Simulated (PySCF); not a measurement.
**From a computed spectrum to the compound**

A species of 4 atoms with charge 3 has these harmonic modes (B3LYP, small Gaussian bases with core potentials, PySCF 2.14.0):

| cm⁻¹ | km/mol | symmetry |
| --- | --- | --- |
| 484 | 15.5 | a1 |
| 696 | 98.9 | b2 |
| 756 | 429.2 | b1 |
| 1642 | 177.1 | a1 |
| 3308 | 605.5 | b2 |
| 3309 | 825.6 | a1 |

Which species is it, and in which structure?

[Yb(H2O)]3+ (singlet in the valence; each metal's 4f electrons, 13 of them, lie in its core potential, out of spins and levels):
```xyz
4

Yb    0.0000    0.0000   -0.2064
O     0.0000    0.0000    1.9224
H     0.7849    0.0000    2.5563
H    -0.7849    0.0000    2.5563
```
Ideal gas at 298.15 K and 1 bar: S = 265.6 J/(mol K), Cp = 45.4 J/(mol K), H − H(0 K) = 11.1 kJ/mol (rigid rotor, harmonic modes, spin degeneracy alone, that of the 4f electrons in the core included). An lcecp potential fixes the number of 4f electrons, so in runs with it no electron can move into or out of that shell.
 Other answers can fit too; this one was computed.
